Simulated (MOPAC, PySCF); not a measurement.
H$_{3}$AlO$_{2}$S, SMILES `[OH][Al]([SH])[OH]`, neutral singlet in the gas phase. 

Cartesian coordinates (Å):
```xyz
7

O     -1.6886    -0.6402    -0.0126
Al    -0.1090    -0.0336    -0.0016
O      0.1599     1.6350    -0.0510
S      1.6241    -1.3535     0.0756
H     -1.9271    -1.5670     0.0144
H     -0.5469     2.2814    -0.0853
H      2.4876    -0.3220     0.0605
```
Charge 0, spin multiplicity 1.

All levels are single points at this geometry (B3LYP-D3(BJ)/def2-TZVP); Pople sets use spherical d functions. Orbital energies aren't observables, and empty levels follow the basis.

PBE-D3(BJ)/def2-TZVP in PySCF gives gap (eV) = 5.10.

**Question.** Estimate the gap (eV) from each of these levels: B3LYP-D3(BJ)/def2-TZVP in PySCF; B3LYP/3-21G in PySCF; B3LYP/6-311+G** in PySCF; B3LYP/LANL2DZ in PySCF; PM7 in MOPAC.

**Answer.** 
```csv
level,gap (eV)
B3LYP-D3(BJ)/def2-TZVP in PySCF,6.60
B3LYP/3-21G in PySCF,6.66
B3LYP/6-311+G** in PySCF,6.24
B3LYP/LANL2DZ in PySCF,6.72
PM7 in MOPAC,9.42
```
